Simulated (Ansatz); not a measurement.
Mulliken charges of H$_{4}$S$_{2}$Sn (`[SH][SnH2][SH]`) from r2SCAN/def2-TZVPP in Ansatz (PBE0-D4/def2-TZVP geometry).

```
atom   x (Å)   y (Å)   z (Å)  charge (e)
  S1  -2.022  -0.488  -0.519      -0.375
 Sn2  -0.052   0.562   0.366       0.729
  S3   1.578  -1.044   1.094      -0.375
  H4  -1.480  -0.659  -1.736       0.111
  H5   0.632   1.532  -0.857      -0.101
  H6  -0.533   1.399   1.764      -0.096
  H7   1.937  -1.372  -0.158       0.109
```

**Question.** By hand: the dipole of these point charges (1 e Å = 4.8032 D).

**Answer.** Σ q r = (0.163, 0.472, -0.242) e Å, of length 0.555 e Å = 2.67 D.

**Question.** How does the dipole of the full density compare? (An estimate is asked.)

**Answer.** Ansatz gave: (0.133, 0.217, -0.258) e Å, 1.74 D; the point charges give 1.53 times that, at 22° from its direction.

Point charges leave out the atoms' own dipoles, such as those of lone pairs, and Mulliken's split depends on the basis, so the two needn't agree.
